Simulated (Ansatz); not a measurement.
One change: `[CH3][Al]([OH])[SiH2]O` becomes `[CH3][Al]([OH])[SH]`.

Ansatz, PBE0-D4/def2-TZVP geometries, multiplicity 1. Each molecule was computed in one conformer, which needn't be the lowest.

| property | `[CH3][Al]([OH])[SiH2]O` |
| --- | --- |
| HOMO energy (PBE/def2-TZVPP) / eV | -5.73 |
| HOMO–LUMO gap (PBE0/def2-TZVPP) / eV | 5.76 |
| HOMO–LUMO gap (ωB97M-V/def2-TZVPP) / eV | 9.43 |
| HOMO energy (B3LYP/def2-TZVPP) / eV | -6.73 |
| HOMO–LUMO gap (PBE/def2-TZVPP) / eV | 3.85 |
| size of the dipole moment (PBE/def2-TZVPP) / D | 1.09 |

Question: Give the same properties after the change, and the shifts. (An estimate is asked.)

Answer: Computed: 
| property | `[CH3][Al]([OH])[SH]` | shift |
| --- | --- | --- |
| HOMO energy (PBE/def2-TZVPP) / eV | -6.34 | -0.61 |
| HOMO–LUMO gap (PBE0/def2-TZVPP) / eV | 7.45 | 1.69 |
| HOMO–LUMO gap (ωB97M-V/def2-TZVPP) / eV | 11.14 | 1.71 |
| HOMO energy (B3LYP/def2-TZVPP) / eV | -7.32 | -0.59 |
| HOMO–LUMO gap (PBE/def2-TZVPP) / eV | 5.41 | 1.56 |
| size of the dipole moment (PBE/def2-TZVPP) / D | 0.64 | -0.45 |

With PBE0 the HOMO falls by 0.67 eV and the LUMO rises by 1.02 eV, so the gap widens by about 1.69 eV. PBE moves the HOMO by -0.61 eV and ωB97M-V by -0.84 eV. Dipoles are sizes alone; their direction can turn.

B3LYP here is the variant with VWN-RPA as its local correlation; programs differ in this.
